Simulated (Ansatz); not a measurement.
The first iterations of a band of ClGaH$_{4}$ (6 atoms, charge 0, multiplicity 1).

The calculation used RKS PBE-D4/def2-TZVP (Ansatz 0.2.0).

* movable images: 7
* climbing image: yes
* spring: 5.0 eV/Å²
* optimiser: quadratic models (default)
* start path: through a guess of the saddle point
* force threshold: 0.03 eV/Å
* iteration limit: 60
* end points: relaxed

Image 0:

```xyz
6
Properties=species:S:1:pos:R:3
Ga -0.492 0.757 -0.009
H 0.237 0.737 -1.415
H 0.145 1.578 1.177
H -1.961 0.195 0.104
H 1.331 -1.638 -0.504
Cl 0.740 -1.629 0.647
```

Image 8:

```xyz
6
Properties=species:S:1:pos:R:3
Ga -0.475 0.220 0.649
H 0.691 0.237 -1.661
H 0.354 1.502 0.991
H -1.829 0.069 -0.120
H 0.954 -0.403 -1.353
Cl 0.306 -1.625 1.493
```

| iteration | highest image above the first end (eV) | largest band force component (eV/Å) |
| --- | --- | --- |
| 1 | 0.537 | 1.667 |
| 2 | 0.232 | 1.356 |

Problem. Does the band converge within its limit, and where does its top end?

Solution. The run converged. It ended after 8 iterations with the highest image 0.088 eV above the first end. A vibrational analysis at the climbing image gives one clearly imaginary mode, 481i cm⁻¹: a first-order saddle point. The orbitals stay closed-shell, which can raise the energy where a bond breaks towards radicals; this wasn't checked here.

Time of the run: 57 s on 2 threads of AMD EPYC 7R13 Processor (Zen 3) (shared host), peak memory 0.2 GiB.
